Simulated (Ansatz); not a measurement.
Consider the formal exchange of groups at the Si–S bond: `F[SiH](F)[S][GeH3]` + `C[SiH2]F` → `F[SiH2]C[SiH](F)F` + `[SH][GeH3]`.

Program: Ansatz. Geometries: PBE0-D4/def2-TZVP. ΔE: electronic, gas phase. CCSD(T)/CBS is the MP2 limit (def2-TZVPP, def2-QZVPP) plus CCSD(T) − MP2 in def2-TZVPP, frozen cores. Functionals use def2-TZVPP. For Ge outer-core shells are correlated without core-valence functions, which leaves a few kJ/mol of doubt a bond. Scalar relativity is left out up to krypton. One conformer a species, not always the lowest.

`F[SiH](F)[S][GeH3]`:

Z-matrix (Å, degrees):
```
Si
F 1 1.589
S 1 2.092 2 111.0
F 1 1.587 2 105.0 3 121.2
H 1 1.471 2 109.6 3 -122.3
Ge 3 2.247 1 98.6 2 47.5
H 6 1.532 3 104.4 1 154.8
H 6 1.532 3 108.8 1 -86.3
H 6 1.532 3 109.1 1 35.4
```

`C[SiH2]F`:

```xyz
8

C     0.906   -0.258   -0.288
Si   -0.783    0.245    0.288
F    -1.877   -0.250   -0.775
H     1.137    0.186   -1.259
H     1.661    0.078    0.428
H     0.982   -1.344   -0.378
H    -1.122   -0.378    1.593
H    -0.905    1.721    0.392
```

`F[SiH2]C[SiH](F)F`:

Cartesian coordinates in Å:
```
F 1.080 -2.697 0.062
Si -0.077 -1.589 0.033
C 0.728 0.091 0.002
Si -0.379 1.561 -0.035
F -1.319 1.488 -1.314
F -1.327 1.545 1.241
H -0.884 -1.815 -1.188
H -0.897 -1.764 1.253
H 1.372 0.179 0.886
H 1.381 0.142 -0.878
H 0.322 2.860 -0.062
```

`[SH][GeH3]`:

```xyz
6

S    -0.018   -0.455    1.661
Ge   -0.134    0.353   -0.408
H     0.672   -1.552    1.309
H    -0.877   -0.630   -1.326
H     1.275    0.619   -0.960
H    -0.917    1.664   -0.274
```

| level | ΔE (kJ/mol) |
| --- | --- |
| PBE-D4 | 60.0 |
| ωB97X-V | 56.4 |

Q: What does CCSD(T)/CBS give? (An estimate is asked.)

A: Ansatz gave: +57.2 kJ/mol. The listed levels differ from it by 2.8, -0.8 kJ/mol.

Largest T1 diagnostic among the species: 0.012.
